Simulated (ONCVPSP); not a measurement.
**Reading a pseudo-wave (Al)**

Columns: radius, all-electron u(r) and pseudo u(r) of the 3p shell (level -2.71 eV) of aluminium in the configuration [Ne] 3s2 3p1; PBE, scalar-relativistic, ONCV scheme, ONCVPSP 4.0.1.

| r (bohr) | all-electron | pseudo |
| --- | --- | --- |
| 0.125 | -0.0984 | 0.0035 |
| 0.250 | -0.1916 | 0.0141 |
| 0.375 | -0.2134 | 0.0317 |
| 0.500 | -0.1814 | 0.0561 |
| 0.625 | -0.1192 | 0.0864 |
| 0.750 | -0.0431 | 0.1214 |
| 0.875 | 0.0367 | 0.1599 |
| 1.000 | 0.1146 | 0.2007 |
| 1.125 | 0.1874 | 0.2430 |
| 1.250 | 0.2535 | 0.2863 |
| 1.375 | 0.3123 | 0.3298 |
| 1.500 | 0.3641 | 0.3723 |
| 1.625 | 0.4091 | 0.4124 |
| 1.750 | 0.4475 | 0.4486 |
| 1.875 | 0.4795 | 0.4797 |
| 2.000 | 0.5053 | 0.5053 |
| 2.125 | 0.5254 | 0.5254 |
| 2.250 | 0.5402 | 0.5402 |
| 2.375 | 0.5502 | 0.5502 |
| 2.500 | 0.5560 | 0.5560 |
| 2.625 | 0.5581 | 0.5581 |
| 2.750 | 0.5569 | 0.5569 |
| 2.875 | 0.5529 | 0.5529 |
| 3.000 | 0.5465 | 0.5465 |
| 3.125 | 0.5380 | 0.5380 |
| 3.250 | 0.5279 | 0.5279 |

Task: How many radial nodes do the two functions have?

Result: The all-electron 3p function has n − l − 1 = 1; the pseudo-wave has 0, since the states of the same l below it are removed with the core.

Task: Where does each function peak?

Result: Outermost all-electron maximum near 2.62 bohr, pseudo maximum near 2.62 bohr (to the table’s step).

Task: Is the pseudo-wave norm-conserving?

Result: Yes: the ONCV scheme keeps the norm inside the radius equal to the all-electron one, which fixes the energy derivative of the logarithmic derivative at the level.
